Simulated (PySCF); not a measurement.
silene (CH4Si), SMILES [SiH2]=C. Coordinates come from a PBE-D3(BJ)/def2-TZVP optimisation.

Computed equilibrium geometry at PBE-D3(BJ)/def2-TZVP (PySCF confirms it by a frequency run) as a Z-matrix, and its point group:
point group C2v.
```
Si
C 1 1.7126
H 2 1.0907 1 122.11
H 2 1.0907 3 115.78 1 180.00
H 1 1.4874 2 122.51 3 0.00
H 1 1.4874 5 114.98 2 180.00
```
